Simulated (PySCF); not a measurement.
A GIAO shielding run with PySCF (density fitting, non-relativistic, gas phase) on `[SiH2]1N[SiH](C#N)N[SiH2]N1`, CH8N4Si3:

```
$ OMP_NUM_THREADS=1 python probes_run.py task.json out

{"job": {"kind": "nmr", "xc": "PBE0", "basis": "pcSseg-1"}, "charge": 0, "multiplicity": 1}
N      0.678832    -3.429319     2.280118
C      0.530336    -2.661637     1.443663
Si     0.291709    -1.454381     0.033985
N     -1.267824    -0.752824     0.227776
Si    -1.756250     0.824092    -0.289949
N     -0.324631     1.600945    -0.865084
Si     1.307845     1.427963    -0.327263
N      1.457291    -0.203549     0.229156
H      0.441440    -2.197338    -1.226970
H     -2.000364    -1.343299     0.581823
H     -2.677090     0.744758    -1.431116
H     -2.362711     1.508723     0.859636
H     -0.493668     2.422802    -1.419279
H      1.644024     2.311939     0.797195
H      2.164229     1.672492    -1.495117
H      2.359232    -0.462425     0.590015
```

Hardware: 1 thread of an Arm Neoverse V2, shared host. The job also computes population analyses, field gradients, ring-centre shieldings.

Problem. How large is the calculation?

Solution. 84 electrons, 197 basis functions and 1078 auxiliary functions.

Problem. How long does it take, and how much memory does it need?

Solution. 29 s of wall time, with 14 SCF cycles and 5 response iterations; peak memory 0.9 GiB. Times on a shared host scatter by some tens of per cent.
